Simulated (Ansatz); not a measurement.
Several settings on one geometry of SiHCl3 (that of the charge 0 singlet, r2SCAN-D4/def2-SVP). Ansatz on 2 threads of Arm Neoverse V1 on a shared host; times are rough.

```csv
atom,x (Å),y (Å),z (Å)
Si1,0.0008,-0.0014,0.1185
H2,0.0081,-0.0158,1.5932
Cl3,1.9270,0.0105,-0.5809
Cl4,-0.9717,1.6744,-0.5485
Cl5,-0.9642,-1.6677,-0.5824
```

Totals from different functionals, basis sets or treatments of relativity can't be compared as stabilities.

DK, ANO-RCC and x2c sets are all-electron and run with scalar relativity unless a key says otherwise. The 6-31G sets use Cartesian d functions. Correlated methods freeze 20 core orbitals.

The spins typed aren't always the lowest for that charge.

**Question.** Give the basis size and estimate the energy, ⟨S²⟩, dipole and time of these runs.

```json
{"run": "1", "method": "RKS B97M-V/cc-pVDZ", "charge": "0", "state": "singlet", "further keys": "scf: {lower_state_search: full}; forces asked"}
{"run": "2", "method": "UKS B2GP-PLYP/def2-SVPD", "charge": "-1", "state": "doublet", "further keys": "final_grid: {core_spheres: 20, valence_spheres: 16, degree: 47}; scf: {omitted_lower_state_checks: [starts]}"}
{"run": "3", "method": "UKS PBE0-D3(BJ)/pcseg-2", "charge": "1", "state": "doublet", "further keys": "scf: {omitted_lower_state_checks: [starts]}; forces asked"}
{"run": "4", "method": "RKS PBE/def2-mTZVPP", "charge": "0", "state": "singlet", "further keys": "forces asked"}
{"run": "5", "method": "RKS PBE0-DH/6-31G*", "charge": "0", "state": "singlet", "further keys": "scf: {omitted_lower_state_checks: [starts]}; forces asked"}
{"run": "6", "method": "UKS B97/cc-pVDZ", "charge": "0", "state": "singlet", "further keys": "scf: {lower_state_search: off}; forces asked"}
{"run": "7", "method": "UKS SVWN5/6-31++G**", "charge": "0", "state": "singlet", "further keys": "final_grid: {core_spheres: 8, valence_spheres: 7, degree: 23}; scf: {omitted_lower_state_checks: [starts]}; forces asked"}
{"run": "8", "method": "RKS PBE0/cc-pVTZ-DK", "charge": "0", "state": "singlet", "further keys": "scf: {omitted_lower_state_checks: [starts]}"}
{"run": "9", "method": "UKS revPBE-D3(BJ)-ATM/def2-SVPD", "charge": "0", "state": "triplet", "further keys": "fitting: {mean_field: cc-pVTZ-jkfit}; scf: {lower_state_search: full}; forces asked"}
{"run": "10", "method": "UKS SVWN5/cc-pVDZ", "charge": "0", "state": "triplet", "further keys": "forces asked"}
```

**Answer.** 
| run | functions | energy (Eh) | ⟨S²⟩ | dipole (D) | wall time |
| --- | --- | --- | --- | --- | --- |
| 1 | 77 | -1670.4263 | – | 0.91 | 5.5 s |
| 2 | 113 | -1669.5498 | 0.75 | – | 12 s |
| 3 | 150 | -1669.9340 | 0.76 | – | 15 s |
| 4 | 113 | -1670.1657 | – | 0.86 | 1.4 s |
| 5 | 78 | -1670.0976 | – | 1.28 | 3.7 s |
| 6 | 77 | -1670.6299 | 0.00 | 1.00 | 4 s |
| 7 | 98 | -1665.1724 | 0.00 | 1.15 | 1.1 s |
| 8 | 150 | -1675.2122 | – | – | 2.6 s |
| 9 | 113 | -1669.7917 | 2.00 | 0.53 | 34 s |
| 10 | 77 | -1664.9900 | 2.00 | 0.39 | 7.5 s |
